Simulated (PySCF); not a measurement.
C8H8N2.
Bonds: C1–C2, C2–C3 (aromatic), C3–C4 (aromatic), C4–C5 (aromatic), C5–C6 (aromatic), C6–N7 (aromatic), N7–N8 (aromatic), N8–C9 (aromatic), C9–C10 (aromatic), C2–C10 (aromatic), C5–C9 (aromatic). Hydrogens: H11, H12, H13 on C1; H14 on C3; H15 on C4; H16 on C6; H17 on N8; H18 on C10.

Probes without a nucleus sit at each ring's centroid and 1 Å off its mean plane on both sides; NICS is minus the shielding there, NICSzz its component along the normal. Level: GIAO PBE0/pcSseg-1 (PySCF, non-relativistic, gas phase) on the GFN2-xTB geometry, one conformer.

Rings: 1. C2–C3–C4–C5–C9–C10; 2. C5–C6–N7–N8–C9.

```tsv
set	NICS(0)	NICS(1), two faces	NICS(1)zz, two faces
P	-9.7	-11.5 / -11.6	-28.3 / -28.3
Q	-13.4	-12.5 / -12.5	-32.0 / -32.1
```

Problem. Which set (ppm) belongs to which ring?

Solution. P = 1, Q = 2.
- 1 (6-membered carbocycle; formal bonds all aromatic): mean NICS(1)zz -28.3 ppm, shielded. The ring is flat and has no four-coordinate atom; by the NICS criterion it is aromatic, though in fused rings the probe also feels the neighbouring ring.
- 2 (5-membered ring with 2 N; formal bonds all aromatic): mean NICS(1)zz -32.0 ppm, shielded, aromatic by this magnetic criterion (flat ring, no four-coordinate atom), though in fused rings the probe also feels the neighbouring ring.

Problem. How do the rings differ in shape?

Solution. 
```json
{"ring": "1", "bond lengths (Å)": "1.409, 1.372, 1.397, 1.416, 1.392, 1.378", "rms pucker (Å)": "0.00", "HOMA": "0.93", "nearest outside atom to a NICS(1) probe (Å)": "hydrogen 2.64"}
{"ring": "2", "bond lengths (Å)": "1.419, 1.308, 1.342, 1.357, 1.416", "rms pucker (Å)": "0.00", "HOMA": "0.86", "nearest outside atom to a NICS(1) probe (Å)": "hydrogen 2.35"}
```

HOMA = 1 − mean of α(R − Ropt)² over the ring bonds, with Krygowski's 1993 parameters (CC: Ropt 1.388 Å, α 257.7 Å⁻²; CN: Ropt 1.334 Å, α 93.52 Å⁻²; NN: Ropt 1.309 Å, α 130.33 Å⁻²).
